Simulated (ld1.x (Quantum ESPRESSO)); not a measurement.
## Rh (Z = 45), ultrasoft: configuration errors across variants

| Item | Value |
| --- | --- |
| Element | rhodium (Rh) |
| Generator | ld1.x (Quantum ESPRESSO) 7.5 |
| Type | ultrasoft |
| Functional | PBE |
| Relativity | scalar-relativistic |
| Frozen core | [Ar] 3d10 4s2 |
| Valence charge | 15 |
| Reference configuration | 4p6 4d7 5s0 5p0 (charge +2) |
| Partial waves | 5s (bound, empty): rcut 1.70, rcutus 1.80 bohr; 5s channel at 3.85 Ry: rcut 1.70, rcutus 1.80 bohr; 4p (bound): rcut 1.40, rcutus 1.80 bohr; 5p (bound, empty): rcut 1.40, rcutus 1.80 bohr; 4d (bound): rcut 1.75, rcutus 2.20 bohr; 4d channel at -1.1 Ry: rcut 1.75, rcutus 2.20 bohr |
| Local potential | all-electron potential smoothed inside 1.90 bohr (lloc = -1) |
| Core correction | none |
| Augmentation charge | built from norm-conserving waves at rcut, not smoothed further |

All-electron excitation energies from the reference (eV): (1) 4p6 4d8 5s0 5p0 -19.511; (2) 4p6 4d6 5s0 5p0 32.505; (3) 4p6 4d9 5s0 5p0 -27.881.

The overlap operator is not positive definite (basis up to 400 Ry) in “local potential all-electron potential smoothed inside 1.30 bohr (lloc = -1)”, “waves 5s (bound): rcut 1.70, rcutus 1.88 bohr; 5s channel at 3.85 Ry: rcut 1.70, rcutus 1.88 bohr”, “local potential all-electron potential smoothed inside 1.45 bohr (lloc = -1)”, “waves 4d (bound): rcut 1.75, rcutus 3.26 bohr; 4d channel at -1.1 Ry: rcut 1.75, rcutus 3.26 bohr”, “all radii scaled by about 0.78 (s 1.40, p 1.40, d 1.72 bohr, rcut 1.32/1.10/1.36); local potential all-electron potential smoothed inside 1.48 bohr (lloc = -1)”. Such files are unfit for use, however small their errors in these radial tests.

Tests that are not counted but printed errors over 1 eV. “base”: 4p6 4d8 5s1 5p0 (solver errors, printed error -3.2 eV). “waves 5s (bound): rcut 1.70, rcutus 1.88 bohr; 5s channel at 3.85 Ry: rcut 1.70, rcutus 1.88 bohr”: 4p6 4d8 5s1 5p0 (solver errors, printed error -3.2 eV). “local potential all-electron potential smoothed inside 1.45 bohr (lloc = -1)”: 4p6 4d8 5s1 5p0 (solver errors, printed error -3.2 eV). “waves 4d (bound): rcut 1.75, rcutus 3.26 bohr; 4d channel at -1.1 Ry: rcut 1.75, rcutus 3.26 bohr”: 4p6 4d8 5s1 5p0 (solver errors, printed error -2063 eV); 4p6 4d8 5s0 5p0 (solver errors, printed error -1950 eV). “wave 5s channel at 3.85 Ry: rcut 1.70, rcutus 1.80 bohr becomes 5s channel at -1.33 Ry: rcut 1.70, rcutus 1.80 bohr”: 4p6 4d8 5s1 5p0 (solver errors, printed error -3.2 eV).

3 further variants failed, have other tests or too few solved ones, and are left out.

A true bound ghost makes a file unfit for plane-wave use even where its test errors are small: the radial tests pick states by their node count and pass the ghost by. Where a test does run into it, the solver fails or the error is huge.

Errors AE − PS in meV (a dash: test not solved or not reliable):

```tsv
change	(1)	(2)	(3)	bound ghosts
base	-11	-34	-23	not determined
local potential all-electron potential smoothed inside 1.30 bohr (lloc = -1)	–	–	–	d (s, p not tested, overlap not positive)
waves 5s (bound): rcut 1.70, rcutus 1.88 bohr; 5s channel at 3.85 Ry: rcut 1.70, rcutus 1.88 bohr	-11	-34	-23	not determined (overlap not positive)
local potential all-electron potential smoothed inside 1.45 bohr (lloc = -1)	+0.8	-29	+21	s (p not tested, overlap not positive)
waves 4d (bound): rcut 1.75, rcutus 3.26 bohr; 4d channel at -1.1 Ry: rcut 1.75, rcutus 3.26 bohr	–	–	–	not determined (overlap not positive)
wave 5s channel at 3.85 Ry: rcut 1.70, rcutus 1.80 bohr becomes 5s channel at -1.33 Ry: rcut 1.70, rcutus 1.80 bohr	-11	-34	-23	not determined
waves 4p (bound): rcut 1.40, rcutus 1.86 bohr; 5p (bound): rcut 1.40, rcutus 1.86 bohr	-12	-36	-25	not determined
all radii scaled by about 0.78 (s 1.40, p 1.40, d 1.72 bohr, rcut 1.32/1.10/1.36); local potential all-electron potential smoothed inside 1.48 bohr (lloc = -1)	+1.6	-5.1	+6.1	s (p not tested, overlap not positive)
```

Question: Give the same row for: core correction a·sin(br)/r model core inside 1.14 bohr.

Answer: -17, -44, -40; bound ghosts: not determined. Not counted: 4p6 4d8 5s1 5p0 (solver errors, printed error -3.2 eV).
